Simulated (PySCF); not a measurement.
## Sound and unsound settings

Molecule: acetophenone, C₈H₈O; geometry GFN2-xTB.

Molfile (atoms numbered from 1):
```
C8H8O
     RDKit          3D

 17 17  0  0  0  0  0  0  0  0999 V2000
   -2.6122   -0.1326    0.6673 C   0  0  0  0  0  0  0  0  0  0  0  0
   -1.6806    0.5806   -0.2831 C   0  0  0  0  0  0  0  0  0  0  0  0
   -2.0915    1.3987   -1.0759 O   0  0  0  0  0  0  0  0  0  0  0  0
   -0.2362    0.2361   -0.2049 C   0  0  0  0  0  0  0  0  0  0  0  0
    0.2847   -0.6988    0.6886 C   0  0  0  0  0  0  0  0  0  0  0  0
    1.6412   -0.9664    0.7020 C   0  0  0  0  0  0  0  0  0  0  0  0
    2.4946   -0.3099   -0.1704 C   0  0  0  0  0  0  0  0  0  0  0  0
    1.9876    0.6212   -1.0627 C   0  0  0  0  0  0  0  0  0  0  0  0
    0.6335    0.8910   -1.0783 C   0  0  0  0  0  0  0  0  0  0  0  0
   -2.5677   -1.2067    0.4996 H   0  0  0  0  0  0  0  0  0  0  0  0
   -2.3267    0.0743    1.6966 H   0  0  0  0  0  0  0  0  0  0  0  0
   -3.6285    0.2154    0.4995 H   0  0  0  0  0  0  0  0  0  0  0  0
   -0.3599   -1.2224    1.3770 H   0  0  0  0  0  0  0  0  0  0  0  0
    2.0362   -1.6922    1.3977 H   0  0  0  0  0  0  0  0  0  0  0  0
    3.5529   -0.5246   -0.1535 H   0  0  0  0  0  0  0  0  0  0  0  0
    2.6487    1.1352   -1.7446 H   0  0  0  0  0  0  0  0  0  0  0  0
    0.2169    1.6131   -1.7648 H   0  0  0  0  0  0  0  0  0  0  0  0
  1  2  1  0
  2  3  2  0
  2  4  1  0
  4  5  2  0
  5  6  1  0
  6  7  2  0
  7  8  1  0
  8  9  2  0
  9  4  1  0
  1 10  1  0
  1 11  1  0
  1 12  1  0
  5 13  1  0
  6 14  1  0
  7 15  1  0
  8 16  1  0
  9 17  1  0
M  END
```

All runs: PySCF 2.14.0 with density-fitted response routines, non-relativistic, gas phase unless a solvent (IEF-PCM) is named; grid level 2, GIAOs and SCF threshold 1e-9 unless changed. The yardstick, PBE0/pcSseg-1, gives these isotropic shieldings σ (ppm, equivalent atoms averaged): C2 -13.2, C7 47.9, C1 158.2, O3 -313.3, H13/H17 23.33, H14/H16 23.95, H10/H11/H12 29.06.

Problem. What do these inputs give? (1) BLYP/pcseg-1; guess random; max_cycle 51; (2) PW91/pcSseg-1; common gauge at [0, 0, 50]; conv 1e-15; max_cycle 71

Solution. 
| run | outcome | functions | wall time | C2 | C7 | C1 | O3 | H13/H17 | H14/H16 | H10/H11/H12 |
| --- | --- | --- | --- | --- | --- | --- | --- | --- | --- | --- |
| 1 | converged | 166 | 39 s | -6.5 | 55.6 | 160.7 | -265.7 | 23.83 | 24.44 | 29.28 |
| 2 | converged | 193 | 100 s | 195.2 | 55.7 | 475.6 | -1029.8 | 31.82 | 20.34 | 308.18 |

Times are on 1 thread of an Arm Neoverse V2, shared host.

Problem. Comment on the technical settings and failures.

Solution. 
- Run 1: The functional and orbital basis differ from the yardstick's, which in itself moves the values. The starting guess, cycle limit change the path of the SCF (21 cycles), not the solution, provided the same state is reached.
- Run 2: The functional differs from the yardstick's, which in itself moves the values. A common gauge origin replaces GIAOs; in a finite basis the shieldings then depend on that origin, the more so the further away the nucleus and the smaller the basis. The cycle limit changes the path of the SCF (59 cycles), not the solution, provided the same state is reached.

Run 2 was set up unsoundly or failed; its numbers aren't to be quoted as properties of the molecule.
